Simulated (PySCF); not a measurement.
## Electron correlation in Ni (nickel, neutral)

[Ar] 3d9 4s1, high-spin 3D determinant (an excited configuration). Calculation: PySCF 2.14, in aug-cc-pVDZ-DK (7s6p4d2f, 59 functions); scalar relativity by spin-free X2C-1e. Frozen: [Ar]; 10 electrons correlated.

```
  level  correlation energy (mhartree)
   CCSD                        -324.70
    (T)                         -13.32
CCSD(T)                        -338.02
```

Diagnostics: T1 = 0.028, D1 = 0.0712, largest double amplitude 0.028.

Cost of the coupled-cluster step: of the order of 7 core-seconds, for 10 correlated electrons.
